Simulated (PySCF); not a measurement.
# Tm(SH)3 at several levels of theory

Computed with PySCF 2.14.0 (density fitting, no spin-orbit coupling) at the geometry relaxed with PBE0:

```xyz
7
Tm(SH)3 (singlet in the valence; each metal's 4f electrons, 12 of them, lie in its core potential, out of spins and levels)
Tm    0.0000    0.0000    0.8554
S     2.5065   -0.4276    0.8783
H     2.8213    0.8897    0.9311
S    -0.8830    2.3845    0.8783
H    -2.1812    1.9984    0.9311
S    -1.6236   -1.9569    0.8783
H    -0.6401   -2.8882    0.9311
```

```
    level                                                 basis    state  HOMO (eV)  gap (eV)  charge on Tm1 (e)  population of f-type functions on Tm1 (polarisation alone where 4f lies in the core)  dipole about the centre of mass (D)  largest force component (eV/Å)
     PBE0     Tm lcecp-1-SVP with ECP58, S def2-SVP, H def2-SVP  singlet      -7.51      5.09               0.81                                                                                  0.03                                 0.04                            0.01
CAM-B3LYP                                              the same  singlet      -8.76      7.14               0.75                                                                                  0.03                                 0.05                            0.07
     PBE0  Tm lcecp-1-TZVP with ECP58, S def2-TZVP, H def2-TZVP  singlet      -7.58      5.16               1.24                                                                                  0.03                                 0.06                            0.22
```

In the lcecp rows the 4f levels are missing from HOMO and gap, and the state counts the valence alone.

Charges are Mulliken's, which hang on the basis. The relaxation used the grid (50, 194), these runs (75, 302) or, all-electron (x2c bases, spin-free X2C Hamiltonian), (99, 590).

**Question.** What does BLYP with Tm lcecp-1-SVP with ECP58, S def2-SVP, H def2-SVP give here?

**Answer.** state singlet, HOMO (eV) -6.05, gap (eV) 2.99, charge on Tm1 (e) 0.59, population of f-type functions on Tm1 (polarisation alone where 4f lies in the core) 0.02, dipole about the centre of mass (D) 0.05, largest force component (eV/Å) 0.42. Time: 6.5 s on 2 threads of Intel(R) Xeon(R) Platinum 8488C (Sapphire Rapids), on a shared host, from an already converged density.

In the first row's basis the gap widens with exact exchange: 3.0 eV for BLYP (none); 5.1 eV for PBE0 (a fixed share); 7.1 eV for CAM-B3LYP (rising or full at long range).

An lcecp potential fixes the number of 4f electrons, so in runs with it no electron can move into or out of that shell.
